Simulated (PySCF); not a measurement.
C₄H₆OSe.

```xyz
12

C      0.7300    -2.3941    -0.0628
C     -0.2473    -1.5121     0.1000
C     -1.4701    -1.3494     0.9629
O     -1.7726    -0.1091     0.3118
C     -0.6142    -0.1829    -0.4997
Se     0.7591     1.1850    -0.1637
H      1.5277    -2.2184    -0.7891
H      0.7673    -3.3141     0.5261
H     -2.2673    -2.1001     0.8214
H     -1.2774    -1.2241     2.0436
H     -0.8506    -0.1533    -1.5756
H      0.0826     2.2243    -0.9565
```

Geometry: PBE0-D3(BJ)/def2-SVP. The structure was generated by enumeration; whether it is a known compound was not checked. Other conformers were not sampled.

These are KT2/pcSseg-1 run with PySCF values and carry that method's errors. Non-relativistic, no solvent.

Task: Give the absolute GIAO shielding of each atom: isotropic value and principal components (ppm). (An estimate is asked for; the answer gives what the named calculation found.)

Result: 
```csv
atom,σ(iso),σ11,σ22,σ33,span
C1,77.7,-19.3,85.3,167.0,186.3
C2,33.1,-52.9,30.7,121.5,174.4
C3,104.1,74.5,86.8,150.9,76.4
O4,261.3,210.3,239.6,334.0,123.7
C5,85.7,31.5,84.1,141.5,109.9
Se6,1585.0,947.9,1599.4,2207.8,1259.9
H7,25.9,22.5,25.1,30.2,7.7
H8,26.1,23.2,25.6,29.4,6.2
H9,26.0,23.1,24.8,30.1,7.0
H10,25.8,23.1,24.3,30.0,6.8
H11,23.9,18.0,24.4,29.2,11.2
H12,28.2,20.3,25.0,39.2,18.9
```
